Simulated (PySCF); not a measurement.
C2H8SSi.
Atom-mapped SMILES: `[SiH3:1][CH2:2][CH2:3][SH:4]` (hydrogens: H5, H6, H7 on Si1; H8, H9 on C2; H10, H11 on C3; H12 on S4)

Computed, not measured: PBE0-D3(BJ)/def2-SVP geometry optimisation, gas phase in PySCF.

What internal coordinates does the optimisation give?

```tsv
bond	length (Å)	order
Si1–C2	1.891	single
C2–C3	1.521	single
C3–S4	1.823	single
Si1–H5, Si1–H6, Si1–H7	1.496	single
C2–H8, C2–H9	1.103	single
C3–H10, C3–H11	1.102	single
S4–H12	1.351	single
```

Bonds in one row agree within 0.01 Å and their mean is given. Orders are formal, as drawn. A selection of angles:
```tsv
angle	degrees
C2–Si1–H5	110.3
H5–Si1–H6	108.9
H5–Si1–H7	108.2
Si1–C2–C3	113.7
Si1–C2–H8	108.7
Si1–C2–H9	107.9
C3–C2–H8	110.0
H8–C2–H9	106.0
C2–C3–S4	114.7
C2–C3–H10	110.9
S4–C3–H10	103.7
S4–C3–H11	109.1
H10–C3–H11	106.4
C3–S4–H12	96.4
```

Dihedral angles: Si1–C2–C3–S4 -176° (antiperiplanar); H12–S4–C3–C2 -63° (synclinal). The mirror-image conformer, all signs reversed, is as good.

S4 (thiol sulfur) is bent (angle 96.4°). Si1 (SiH3 silicon) is tetrahedral (angles from 108.2° to 110.4°).

No frequency check. The numbers are those of one conformer (Si1–C2–C3–S4 -176°, C2–C3–S4–H -63°).
